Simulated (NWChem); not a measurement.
System: C3H3F; SMILES C=C=CF

Input file for NWChem:

```
start job
memory heap 200 mb stack 900 mb global 1100 mb
geometry units angstroms noautoz
  C      0.230839     1.875434     0.000000
  C     -0.112075     0.604363     0.000000
  C     -0.501669    -0.655950     0.000000
  F      0.354872    -1.700652     0.000000
  H      0.383611     2.435147    -0.940891
  H      0.383611     2.435147     0.940891
  H     -1.560847    -0.967409     0.000000
end
basis spherical
  * library def2-svp
end
dft
  xc xpbe96 cpbe96
  iterations 150
  mulliken
end
task dft energy
```

Parts of the log:

```
             Northwest Computational Chemistry Package (NWChem) 7.3.0
             --------------------------------------------------------

 CS  symmetry detected

                             Geometry "geometry" -> ""
                             -------------------------

 Output coordinates in angstroms (scale by  1.889725989 to convert to a.u.)

  No.       Tag          Charge          X              Y              Z
 ---- ---------------- ---------- -------------- -------------- --------------
    1 C                    6.0000     0.22017581     1.89162039     0.00000000
    2 C                    6.0000    -0.11787187     0.61924653     0.00000000
    3 C                    6.0000    -0.50264037    -0.64254805     0.00000000
    4 F                    9.0000     0.35789195    -1.68396481     0.00000000
    5 H                    1.0000     0.37080492     2.45191389    -0.94089100
    6 H                    1.0000     0.37080492     2.45191389     0.94089100
    7 H                    1.0000    -1.56061881    -0.95805776     0.00000000

 Effective nuclear repulsion energy (a.u.)      98.4859585717

      Symmetry information
      --------------------

 Group name             Cs
 Group number              2
 Group order               2
 No. of unique centers     6

  pbe96 is a nonlocal functional; adding pw91lda local functional.

                                 NWChem DFT Module
                                 -----------------

 Summary of "ao basis" -> "ao basis" (spherical)
 ------------------------------------------------------------------------------
       Tag                 Description            Shells   Functions and Types
 ---------------- ------------------------------  ------  ---------------------
 C                          def2-svp                 6       14   3s2p1d
 F                          def2-svp                 6       14   3s2p1d
 H                          def2-svp                 3        5   2s1p

      Symmetry analysis of basis
      --------------------------

        a'         49
        a"         22

            General Information
            -------------------
          SCF calculation type: DFT
          Wavefunction type:  closed shell.
          No. of atoms     :     7
          No. of electrons :    30
           Alpha electrons :    15
            Beta electrons :    15
          Charge           :     0
          Spin multiplicity:     1
          Use of symmetry is: on ; symmetry adaption is: on
          Maximum number of iterations: 150
          AO basis - number of functions:    71
                     number of shells:    33
          Convergence on energy requested:  1.00D-06
          Convergence on density requested:  1.00D-05
          Convergence on gradient requested:  5.00D-04

              XC Information
              --------------
          PerdewBurkeErnzerhof Exchange Functional  1.000
            Perdew 1991 LDA Correlation Functional  1.000 local
           PerdewBurkeErnz. Correlation Functional  1.000 non-local

             Grid Information
             ----------------
          Grid used for XC integration:  medium
          Radial quadrature: Mura-Knowles
          Angular quadrature: Lebedev.
          Tag              B.-S. Rad. Rad. Pts. Rad. Cut. Ang. Pts.
          ---              ---------- --------- --------- ---------
          C                   0.70       49          10.0       434
          F                   0.50       49          11.0       434
          H                   0.35       45          11.0       434
          Grid pruning is: on
          Number of quadrature shells:   286
          Spatial weights used:  Erf1

      Superposition of Atomic Density Guess
      -------------------------------------

 Sum of atomic energies:        -213.66477998

      Non-variational initial energy
      ------------------------------

 Total energy =    -215.467576
 1-e energy   =    -486.617010
 2-e energy   =     172.663475
 HOMO         =      -0.268201
 LUMO         =      -0.019100

      Symmetry analysis of molecular orbitals - initial
      -------------------------------------------------

  Numbering of irreducible representations:

     1 a'          2 a"

  Orbital symmetries:

     1 a'          2 a'          3 a'          4 a'          5 a'
     6 a'          7 a'          8 a'          9 a'         10 a"
    11 a'         12 a"         13 a'         14 a'         15 a"
    16 a'         17 a"         18 a'         19 a'         20 a"
    21 a'         22 a'         23 a'         24 a'         25 a'

     ---------------------------------------------
      Total Density - Mulliken Population Analysis
     ---------------------------------------------

    Atom       Charge   Shell Charges
 -----------   ------   -------------------------------------------------------
    1 C    6     6.21   1.99  0.95  0.30  1.93  1.01  0.03
    2 C    6     6.11   1.99  0.99  0.30  1.95  0.84  0.03
    3 C    6     5.66   1.99  0.90  0.31  1.67  0.71  0.07
    4 F    9     9.38   1.99  1.14  0.77  3.43  2.05  0.01
    5 H    1     0.87   0.65  0.19  0.02
    6 H    1     0.87   0.65  0.19  0.02
    7 H    1     0.90   0.67  0.22  0.02

[...]
```

Level: PBE/def2-SVP. The geometry was optimised at PBE-D3(BJ)/def2-SVP.
